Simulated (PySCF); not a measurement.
Level of theory: PBE0-D4/def2-TZVP // PBE0-D4/def2-SVP run with PySCF. Isolated molecules, 0 K electronic values unless said otherwise. One relaxed conformer stands for a flexible species; it need not be the lowest. Excitations are Tamm–Dancoff values on a coarser integration grid. The basis has no diffuse functions, so Rydberg states are missing or too high.

Reference species (SMILES): `s1c(ccc1B)S` (neutral, multiplicity 1).

* **S1–T1 gap (TDA)**: 1.62 eV
* **T1 excitation (TDA)**: 2.68 eV

Changed species: `Bc1ccsc1S`.

Task: Give the shifts of the S1–T1 gap (TDA) and T1 excitation (TDA).

Result: the S1–T1 gap (TDA) drops by 0.51 eV, to 1.11 eV; the T1 excitation (TDA) drops by 0.07 eV, to 2.61 eV.
